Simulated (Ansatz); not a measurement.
Pyrene (C16H10). The state is a triplet with charge 0. Geometry r2SCAN-D4/def2-SVP, that of the neutral singlet; atoms count from 1.

Cartesian coordinates in Å:
```
C -2.387 2.337 1.135
C -1.753 2.537 -0.093
C -0.797 1.619 -0.567
C -0.124 1.790 -1.823
C 0.801 0.884 -2.263
C 1.137 -0.275 -1.486
C 2.086 -1.221 -1.917
C 2.388 -2.337 -1.134
C 1.754 -2.537 0.093
C 0.797 -1.619 0.567
C 0.124 -1.790 1.823
C -0.801 -0.885 2.262
C -1.138 0.275 1.486
C -2.086 1.221 1.917
C -0.482 0.472 0.229
C 0.482 -0.472 -0.229
H -3.127 3.062 1.486
H -1.993 3.414 -0.702
H -0.369 2.669 -2.428
H 1.305 1.030 -3.223
H 2.587 -1.070 -2.879
H 3.128 -3.061 -1.486
H 1.995 -3.413 0.702
H 0.369 -2.669 2.427
H -1.306 -1.031 3.223
H -2.587 1.070 2.879
```

At PBE0-D4/def2-SVP a singlet of charge 0 lies 2.36 eV below the triplet at the same geometry.

Problem. Estimate the Mulliken populations from the PBE0/def2-SVP orbitals of Ansatz.

Solution. 
```json
{"atom": "C1", "charge (e)": "0.00", "spin (α − β)": "-0.25"}
{"atom": "C2", "charge (e)": "-0.03", "spin (α − β)": "0.49"}
{"atom": "C3", "charge (e)": "0.00", "spin (α − β)": "-0.02"}
{"atom": "C4", "charge (e)": "-0.02", "spin (α − β)": "0.20"}
{"atom": "C5", "charge (e)": "-0.02", "spin (α − β)": "0.20"}
{"atom": "C6", "charge (e)": "0.00", "spin (α − β)": "-0.02"}
{"atom": "C7", "charge (e)": "-0.03", "spin (α − β)": "0.49"}
{"atom": "C8", "charge (e)": "0.00", "spin (α − β)": "-0.25"}
{"atom": "C9", "charge (e)": "-0.03", "spin (α − β)": "0.49"}
{"atom": "C10", "charge (e)": "0.00", "spin (α − β)": "-0.02"}
{"atom": "C11", "charge (e)": "-0.02", "spin (α − β)": "0.20"}
{"atom": "C12", "charge (e)": "-0.02", "spin (α − β)": "0.20"}
{"atom": "C13", "charge (e)": "0.00", "spin (α − β)": "-0.02"}
{"atom": "C14", "charge (e)": "-0.03", "spin (α − β)": "0.49"}
{"atom": "C15", "charge (e)": "0.03", "spin (α − β)": "-0.03"}
{"atom": "C16", "charge (e)": "0.03", "spin (α − β)": "-0.03"}
{"atom": "H17", "charge (e)": "0.02", "spin (α − β)": "0.01"}
{"atom": "H18", "charge (e)": "0.01", "spin (α − β)": "-0.02"}
{"atom": "H19", "charge (e)": "0.01", "spin (α − β)": "-0.01"}
{"atom": "H20", "charge (e)": "0.01", "spin (α − β)": "-0.01"}
{"atom": "H21", "charge (e)": "0.01", "spin (α − β)": "-0.02"}
{"atom": "H22", "charge (e)": "0.02", "spin (α − β)": "0.01"}
{"atom": "H23", "charge (e)": "0.01", "spin (α − β)": "-0.02"}
{"atom": "H24", "charge (e)": "0.01", "spin (α − β)": "-0.01"}
{"atom": "H25", "charge (e)": "0.01", "spin (α − β)": "-0.01"}
{"atom": "H26", "charge (e)": "0.01", "spin (α − β)": "-0.02"}
```
Mulliken values depend strongly on the basis.

Problem. Where does the spin sit?

Solution. Summed by element: C 2.12, H -0.12, of 2 unpaired in all. Largest on single atoms: C9 0.49, C14 0.49, C7 0.49.

Problem. And the Mayer bond orders between heavy atoms (over 0.3)?

Solution. C1–C2 1.37 (1.40 Å); C1–C14 1.37 (1.40 Å); C2–C3 1.15 (1.41 Å); C3–C4 1.33 (1.44 Å); C3–C15 1.25 (1.43 Å); C4–C5 1.30 (1.37 Å); C5–C6 1.33 (1.44 Å); C6–C7 1.15 (1.41 Å); C6–C16 1.25 (1.43 Å); C7–C8 1.37 (1.40 Å); C8–C9 1.37 (1.40 Å); C9–C10 1.15 (1.41 Å); C10–C11 1.33 (1.44 Å); C10–C16 1.25 (1.43 Å); C11–C12 1.30 (1.37 Å); C12–C13 1.33 (1.44 Å); C13–C14 1.15 (1.41 Å); C13–C15 1.25 (1.43 Å); C15–C16 1.28 (1.42 Å).
